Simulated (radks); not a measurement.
Problem. Te, 52 electrons, occupied as [Kr] 4d10 5s2 5p4. All-electron calculation, scalar-relativistic Kohn-Sham, PBEsol, spin-polarised, spherical densities, point nucleus; open shells are filled with parallel spins first (spin-orbit coupling, left out, can overturn this in heavy ions); hard spherical wall at 15 bohr. Program: a radial shooting solver on a logarithmic mesh with Libxc functionals. Some entries of the table are withheld. Estimate them.

orbital,occ.,eigenvalue (eV),r(max) (bohr)
1s up,1,-31613.19,0.01794
1s down,1,-31613.14,0.01794
2s up,1,-4848.054,0.1014
2s down,1,-4848.030,0.1014
2p up,3,-4352.730,0.08124
2p down,3,-4352.688,0.08124
3s up,1,-964.4639,0.2928
3s down,1,-964.4186,0.2928
3p up,3,-803.4808,0.2864
3p down,3,-803.4297,0.2864
3d up,5,-559.9140,0.2378
3d down,5,-559.8659,0.2378
4s up,1,-164.0963,0.7008
4s down,1,-163.9944,0.7009
4p up,3,-114.1868,0.7379
4p down,3,-114.0786,0.7380
4d up,5,-41.5861,0.8112
4d down,5,-41.3904,0.8110
5s up,1,-15.6375,1.798
5s down,1,-14.4268,1.783
5p up,3,(1),2.170
5p down,1,(2),2.163
6s up,0,-0.4689,5.873
6s down,0,-0.1880,6.250
5d up,0,0.9915,6.879
5d down,0,1.2585,8.173
4f up,0,2.4810,10.06
4f down,0,2.5579,10.20

Solution. 
(1) 5p up eigenvalue (eV): -6.4696
(2) 5p down eigenvalue (eV): -5.2202
